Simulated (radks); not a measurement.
Results of a calculation; reference values are marked as such.
Problem. Level of theory: Dirac Kohn-Sham, PBE, spin-unpolarised, spherical densities, point nucleus; open shells fill j = l - 1/2 first (a radial shooting solver on a logarithmic mesh with Libxc functionals). Each species is in its NIST ground configuration. Rank Cd+, Pd+, Ru+, I+, Nb+, Mo+, Zr+, Sb+, In+, Ag+, Sn+, Te+, Tc+, Xe+, Sr+, Rb+, Rh+ by radius at which the density is 0.001 e/bohr^3 (bohr), largest first.

Solution. Zr+ 4.48, Sr+ 4.47, Sb+ 4.24, Te+ 4.23, Tc+ 4.22, Sn+ 4.19, I+ 4.18, Xe+ 4.11, Nb+ 4.08, Mo+ 4.00, In+ 3.99, Cd+ 3.86, Ru+ 3.83, Rh+ 3.75, Pd+ 3.67, Rb+ 3.64, Ag+ 3.59.
